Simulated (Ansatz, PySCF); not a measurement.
Gas-phase reaction in SMILES: FBF [difluoroborane] -> [BH]F + F atom (the B-F bond at the site shown breaks; other sites are not compared here)
Geometries: B3LYP-D3(BJ)/def2-TZVP minima from Ansatz (a quantum-chemistry and plane-wave program). Frequencies are from Ansatz or PySCF.

Property: bond dissociation energy (0 K, with B3LYP-D3(BJ) harmonic zero-point energies), in kcal/mol. Cores are frozen in the correlated levels unless marked. UHF or UKS for open shells. No spin-orbit coupling. Non-relativistic. CBS(X,Y): correlation extrapolated as X^-3; Hartree-Fock from the larger set. The bracket is a focal-point correction in the basis named.

| level | program | bond dissociation energy (kcal/mol) |
|---|---|---|
| HF/cc-pwCVTZ | Ansatz | 131.2 |
| PBE-D3(BJ)/def2-TZVPD | Ansatz + dftd3 | 171.4 |
| BLYP-D3(BJ)/def2-TZVPD | Ansatz + dftd3 | 168.5 |
| BP86/def2-TZVPD | PySCF | 170.3 |
| TPSS-D3(BJ)/def2-TZVPD | PySCF + dftd3 | 166.3 |
| M06-L-D4/def2-TZVPD | PySCF + dftd4 | 166.8 |
| r2SCAN-D3(BJ)/def2-TZVPD | Ansatz + dftd3 | 167.5 |
| B3LYP-D3(BJ)/def2-TZVPD | Ansatz + dftd3 | 167.9 |
| PBE0/STO-3G | Ansatz | 171.9 |
| TPSSh-D3(BJ)/def2-TZVPD | PySCF + dftd3 | 164.9 |
| TPSSh-D4/def2-TZVPD | PySCF + dftd4 | 165.0 |
| MN15/def2-TZVPD | PySCF | 174.4 |
| HSE06-D3(BJ)/def2-TZVPD | Ansatz + dftd3 | 167.1 |
| B2GP-PLYP/def2-TZVPD | Ansatz | 169.7 |
| MP2/cc-pVDZ | Ansatz | 167.0 |
| RI-MP2/cc-pVQZ | Ansatz | 178.7 |
| CCSD/6-31G | Ansatz | 143.5 |
| CCSD/CBS(aug-cc-pVTZ,aug-cc-pVQZ) | Ansatz | 170.3 |
| CCSD(T)/cc-pVQZ | Ansatz | 171.5 |
| RI-MP2/CBS(aug-cc-pVTZ,aug-cc-pVQZ)+[CCSD(T)-MP2]/aug-cc-pVQZ | Ansatz | 173.1 |
| CCSD(T)/CBS(aug-cc-pVTZ,aug-cc-pVQZ) | Ansatz | 173.1 |
